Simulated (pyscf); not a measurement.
## H₃C–Sb(CH₃)–SH, singlet

Gas-phase minimum from PySCF at ωB97X-D3(BJ)/def2-SVP, one conformer. 

```xyz
11

C      0.3345     0.2727    -1.6578
Sb     0.6546     1.7791    -0.1531
C      0.9009     0.3522     1.4403
S     -1.7120     2.1371     0.2716
H     -0.0234     0.7449    -2.5838
H     -0.4149    -0.4523    -1.3094
H      1.2812    -0.2506    -1.8638
H      1.8695    -0.1601     1.3312
H      0.8769     0.8720     2.4088
H      0.0903    -0.3899     1.4088
H     -1.6365     3.4800     0.2180
```
Charge 0, spin multiplicity 1.

Bonded distances (Å): C1–Sb2 2.153, C1–H5 1.099, C1–H6 1.099, C1–H7 1.101, Sb2–C3 2.153, Sb2–S4 2.431, C3–H8 1.101, C3–H9 1.099, C3–H10 1.099, S4–H11 1.346. Bond angles (°): Sb2–C1–H5 109.7, Sb2–C1–H6 110.0, Sb2–C1–H7 109.6, H5–C1–H6 109.2, H5–C1–H7 109.1, H6–C1–H7 109.4, C1–Sb2–C3 94.0, C1–Sb2–S4 94.6, C3–Sb2–S4 94.6, Sb2–C3–H8 109.6, Sb2–C3–H9 109.6, Sb2–C3–H10 110.0, H8–C3–H9 109.1, H8–C3–H10 109.4 (the first ones only).

Properties at ωB97X-D3(BJ)/def2-SVP:

- Harmonic wavenumbers, unscaled: 78, 114, 124, 156, 175, 191, 368, 547, 547, 722, 735, 772, 813, 850, 1245, 1258, 1436, 1440, 1445, 1451, 2767, 3075, 3076, 3188, 3189, 3201, 3202 cm⁻¹
- Zero-point energy: 51.7 kcal/mol
- Rotational symmetry number: 1
- Entropy of this conformer at 298 K and 1 atm, rigid rotor and harmonic oscillator, modes under 100 cm⁻¹ raised to 100: 373.6 J/(mol K)
- Dipole moment: 1.80 D

Single-point totals, which compare only within one level:

```
level                   total energy (hartree)
----------------------  ----------------------
ωB97X-D3(BJ)/def2-TZVP              -719.09299
PBE/def2-TZVP                       -718.64562
r²SCAN/def2-TZVP                    -718.95511
B3LYP-D3(BJ)/def2-TZVP              -719.06511
PBE0-D3(BJ)/def2-TZVP               -718.71467
M06-2X/def2-TZVP                    -718.79046
ωB97M-D3(BJ)/def2-TZVP              -719.05738
```

Soft torsions are taken as harmonic, which can shift the entropy by several J/(mol K). Elements past Kr carry the def2 core potentials, without spin-orbit coupling.
